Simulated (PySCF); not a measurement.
Level of theory: PBE-D3(BJ)/def2-TZVP // PBE0-D3(BJ)/def2-TZVP run with PySCF. All species are isolated molecules in the gas phase. Delta-SCF ions had no search for a lower state. 

Reference species (SMILES): `[Cl][Ga]([Br])[Br]` (neutral, multiplicity 1).

```json
{
  "vertical ionisation energy (Delta-SCF)": "10.27 eV",
  "HOMO": "-7.53 eV"
}
```

Changed species: `[Br][Ga]([Br])[Br]` (3 of 3 Cl replaced by Br; the reference has 2 of 3 Cl replaced by Br).

Question: Give the shifts of the vertical ionisation energy (Delta-SCF) and HOMO.

Answer: the vertical ionisation energy (Delta-SCF) falls by 0.24 eV, to 10.03 eV; the HOMO goes up by 0.12 eV, to -7.41 eV.
